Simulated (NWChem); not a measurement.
C$_{3}$H$_{7}$N; SMILES C1CNC1

```xyz
11

C     -0.1083    -1.0702     0.0000
C      0.0905     0.0413     1.0452
N     -0.1927     1.0257     0.0000
C      0.0905     0.0413    -1.0452
H      0.6056    -1.9052     0.0000
H     -1.1330    -1.4675     0.0000
H     -0.5943     0.0626     1.9107
H      1.1305     0.0595     1.4298
H      0.3680     1.8740     0.0000
H      1.1305     0.0595    -1.4298
H     -0.5943     0.0626    -1.9107
```
Atoms are numbered in this order, from 1.

Results from NWChem. Geometry: optimised at PBE0/def2-SVP.

For level TPSS/cc-pVDZ:

```
Property                     Result
---------------------------  ------
highest occupied level (eV)   -4.82
orbital gap (eV)               6.07
dipole (D)                     0.99
```

Q: How do the values read with level TPSS/aug-cc-pVDZ instead?

A: 
* **highest occupied level (eV)**: -5.13
* **orbital gap (eV)**: 4.73
* **dipole (D)**: 1.16
